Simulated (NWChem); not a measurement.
System: GeSiH$_{3}$F$_{3}$; SMILES F[Si]([GeH3])(F)F

Results from NWChem. Pople sets run with spherical d functions. Geometry: optimised at PBE0/def2-SVP. Level B3LYP/6-31G*: energy and gradient on several grids; changes count from the extra-fine grid, which is no exact limit either.

Task: Which is the coarsest grid (xfine; fine; medium; coarse; xcoarse) from which on the energy stays within 500 μHa and each gradient component within 500 μHa/bohr of xfine?

Result: medium.
```
grid     size of the energy change (μHa)  largest change of a gradient component (μHa/bohr)
-------  -------------------------------  -------------------------------------------------
xcoarse                            10000                                               2000
coarse                               200                                               1000
medium                                20                                                100
fine                                < 10                                               < 30
xfine                               < 10                                               < 30
```
